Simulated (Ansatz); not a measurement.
# Energy profile

The step: AlH₃SO₂ ([OH][Al]([OH])[SH]) + H₂O → AlH₃O₃ ([OH][Al]([OH])[OH]) + H₂S (still joined by a long Al–S bond); bonds formed: S2–H5; dative contacts that become bonds: Al1–O6; bonds broken: H5–O6; bonds weakened to dative contacts: Al1–S2 (atoms numbered as in the saddle structure below).

```tsv
atom	x (Å)	y (Å)	z (Å)
Al1	0.0437	-0.3533	0.1980
S2	0.8607	1.1112	-1.5354
O3	1.2075	-0.6752	1.3978
O4	-0.8582	-1.5269	-0.6370
H5	-0.0767	1.6129	-0.4235
O6	-0.8132	1.1619	0.6598
H7	-0.1633	0.7907	-2.3454
H8	1.7648	-1.4501	1.3943
H9	-1.3385	-2.2376	-0.2192
H10	-0.6266	1.5665	1.5107
```

Electronic energies by CCSD(T) at an estimated basis limit (MP2 extrapolated from triple and quadruple zeta, plus CCSD(T) − MP2 in triple zeta), on PBE0-D4/def2-TZVP structures; AlH5SO3, singlet; no counterpoise correction. Ansatz 0.2.0; basis: def2-TZVPP and def2-QZVPP; cores frozen in the correlated methods. Extrapolation: Hartree–Fock as exp(−7.88 √X), correlation as X^−2.97.

(1) Give the profile in kJ/mol, counted from the separated reactants. (Judge from chemistry; the value comes from the calculation.)

The T1 diagnostic stays at or below 0.013.

## Answers

(1) The calculation gives:
| point | kJ/mol |
| --- | --- |
| separated: AlH3SO2 (linked as [OH][Al]([OH])[SH]; Al1, S2, O3, O4, H7, H8, H9; singlet) + H2O (H5, O6, H10; singlet) | 0.0 |
| start structure | -92.5 |
| saddle | -22.7 |
| end structure | -67.0 |
| separated: AlH3O3 (linked as [OH][Al]([OH])[OH]; Al1, O3, O4, O6, H8, H9, H10; singlet) + H2S (S2, H5, H7; singlet) | -20.7 |
The saddle lies below the separated reactants: the barrier is submerged.

For scale, one of the runs: CCSD(T)/def2-TZVPP, 247 basis functions, launched by `ansatz run in.yaml --threads 4 --pin off --events-out ev --progress --plain --max-ram 9574MiB`. Hardware: 4 CPU threads of an Arm Neoverse V1, shared host. Wall time 2.8 min; peak host memory 5.1 GiB.
